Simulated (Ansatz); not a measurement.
Input for Ansatz (a first-principles code): R-SVWN5/def2-TZVPPD on CH6 (a complex). Files ending in .json are basis or fitting sets from the Basis Set Exchange.

Ansatz 0.2 input:
```yaml
crystal:
  periodic: [false, false, false]
  atoms:
    - {symbol: C, position_ang: [-0.01987932, 0.01484188, -0.13400056]}
    - {symbol: H, position_ang: [-0.04396800, 0.02985984, -1.22286511]}
    - {symbol: H, position_ang: [-1.03698600, -0.05170507, 0.25018779]}
    - {symbol: H, position_ang: [0.55369735, -0.84723041, 0.20406149]}
    - {symbol: H, position_ang: [0.44769498, 0.92846061, 0.23092090]}
    - {symbol: H, position_ang: [0.05768313, -0.04244408, 3.70773499]}
    - {symbol: H, position_ang: [0.04169572, -0.03172354, 2.96399164]}
basis:
  gaussian:
    orbitals: def2-TZVPPD.json
hamiltonian:
  xc: {name: SVWN5}
scf: {lower_state_search: off}
```

Question: What total energy does the run end on?

Answer: -41.2559 hartree.
